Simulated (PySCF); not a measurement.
Species: [SnF5]- (charge -1).
Geometry (PBE0-D3(BJ)/def2-SVP, Å), atoms numbered from 1 in this order:
```
atom  x, y, z in Å
Sn1   -0.003   -0.001    0.000
F2    -0.031   -0.010    1.955
F3     0.009    0.005   -1.955
F4     1.941    0.017    0.019
F5    -0.966    1.689   -0.003
F6    -0.950   -1.700   -0.016
```

Method used: TDDFT CAM-B3LYP/def2-SVPD, vertical, gas phase, core orbitals frozen in the response, def2 core potentials past Kr in PySCF. Spin–orbit coupling is left out. The geometry's basis has no diffuse functions, a weakness for an anion.

Ground-to-excited transition dipoles (e·a0, same axes as the geometry; the sign carries no meaning), for the states with f of 0.002 or more among the lowest 9:

| state | E (eV) | μx | μy | μz |
| --- | --- | --- | --- | --- |
| S3 | 7.370 | -0.336 | 0.022 | -0.005 |
| S4 | 7.373 | 0.024 | 0.356 | 0.002 |
| S6 | 7.707 | 0.008 | 0.004 | -0.860 |
| S7 | 7.947 | 0.817 | -0.072 | 0.007 |
| S8 | 7.958 | 0.163 | -0.111 | 0.000 |
| S9 | 7.963 | 0.092 | 0.821 | 0.004 |

Q: What oscillator strength does each state have?

A: f = (2/3) ΔE |μ|² with ΔE in hartree (27.2114 eV).

```csv
state,|μ|² (au),|μ| (D),f
S3,0.114,0.86,0.021
S4,0.127,0.91,0.023
S6,0.740,2.19,0.140
S7,0.672,2.08,0.131
S8,0.039,0.50,0.008
S9,0.682,2.10,0.133
```

Q: Which bond between heavy atoms lies closest to the direction of the S6 transition dipole?

A: Sn1–F3 and Sn1–F2, at 0° from it; next Sn1–F5, Sn1–F4 and Sn1–F6 at 90°.

Q: What angle do the transition dipoles of S6 and S9 make?

A: |cos θ| = |μa·μb| / (|μa| |μb|) = 0.00, so θ ≈ 90° (taken between 0 and 90°, since the signs are arbitrary).

Q: How is the summed strength of these states shared among x, y and z?

A: (2/3) Σ ΔE μα² gives 0.157 for x, 0.158 for y and 0.140 for z, 0.455 in all.

Q: What peak molar absorption coefficient would the strongest computed level give as a lone Gaussian band 0.5 eV wide at half height?

A: ε(max) = 2.175×10⁸ f / FWHM, with the width in cm⁻¹. S6: 2.175×10⁸ × 0.1396 / 4033 ≈ 7500 L mol⁻¹ cm⁻¹.

S3/S4 coincide within about 0.01 eV; within a degenerate level the directions of the single components are arbitrary.

No detachment energy is given for this anion; states above it aren't bound, and a finite basis only mimics them.
